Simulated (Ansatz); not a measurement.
phosphine (H$_{3}$P), singlet, geometry from GFN2-xTB. Base run: PBE0/6-311G** (Ansatz, an electronic-structure program).

The Ansatz input:
Ansatz 0.2 input:
```yaml
crystal:
  periodic: [false, false, false]
  atoms:
    - {symbol: P, position_ang: [-0.00172480, 0.00404332, 0.12796810]}
    - {symbol: H, position_ang: [-0.00586361, 1.13365438, -0.67649381]}
    - {symbol: H, position_ang: [1.01556265, -0.58418525, -0.60844934]}
    - {symbol: H, position_ang: [-0.98382709, -0.61011888, -0.63457837]}
basis:
  gaussian:
    orbitals: 6-311G__.json
hamiltonian:
  xc: pbe0
```
The basis file holds 6-311G** in the JSON format of the Basis Set Exchange.

Variants of this job, named by their change:

| change | ΔE vs base (µEh) |
|---|---|
| base | 0.0 |
| forces = on | 0.0 |
| point_charge = charge:1.0 position_ang:1.3747, -2.1978, -3.7267 | 171 |
| fitting.mean_field = cc-pVTZ-JKFIT | -15.5 |
| point_charge = charge:0.5 position_ang:-1.2559, -2.3236, -3.6831 | 690 |
| final_grid = 6, 12, 29 | -1.3 |
| nuclear_model = gaussian | … |
| final_grid = 14, 28, 59 | -0.1 |
| accuracy = high | -0.8 |
| lower_state_search = off | 0.0 |
| final_grid = 10, 20, 41 | -0.1 |

Problem. Some entries are withheld; supply them.

Solution. 
- nuclear_model = gaussian, ΔE vs base (µEh): 243
